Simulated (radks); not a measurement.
The rhenium ion Re2+ inside a hard spherical wall (all orbitals vanish at R), configuration held at [Xe] 4f14 5d5 and not refilled when levels cross. Calculated with a radial shooting solver on a logarithmic mesh with Libxc functionals: scalar-relativistic Kohn-Sham, LDA (Slater exchange, VWN5 correlation), spin-polarised, spherical densities, point nucleus; open shells are filled with parallel spins first (spin-orbit coupling, left out, can overturn this in heavy ions). Eigenvalues in eV for spin up, with the zero of energy where the potential of the charges vanishes at infinity; a dash marks a level that is unbound or too diffuse for the functional's potential to be trusted. A positive occupied level is held by the wall or, in an anion where self-interaction has pushed it up, behind a barrier. The pressure on the wall is -dE/dV.

R (bohr),E (hartree),kinetic (hartree),e(5s),e(5p),e(4f),e(5d),"e(6s, empty)","e(6p, empty)",pressure (GPa)
free,-16681.8133,18433.860,-102.90,-64.855,-59.254,-22.834,-21.219,-14.065,0
20,-16681.8133,18433.860,-102.90,-64.855,-59.254,-22.834,-21.219,-14.065,< 0.0001
15,-16681.8133,18433.860,-102.90,-64.855,-59.254,-22.834,-21.219,-14.065,< 0.0001
10,-16681.8133,18433.860,-102.90,-64.855,-59.254,-22.834,-21.219,-14.064,< 0.0001
8,-16681.8133,18433.860,-102.90,-64.853,-59.252,-22.833,-21.216,-14.035,0.00159
7,-16681.8131,18433.863,-102.89,-64.844,-59.242,-22.825,-21.198,-13.934,0.0187
5,-16681.8009,18433.971,-102.49,-64.466,-58.816,-22.459,-20.449,-12.029,2.37
4,-16681.7205,18434.489,-101.01,-63.094,-57.207,-20.972,-17.273,-6.411,27.0
2.5,-16679.6266,18444.644,-87.976,-50.141,-41.857,-3.097,25.502,51.200,1950
1.5,-16646.6331,18573.838,-4.478,48.397,40.244,125.87,330.92,393.72,120000
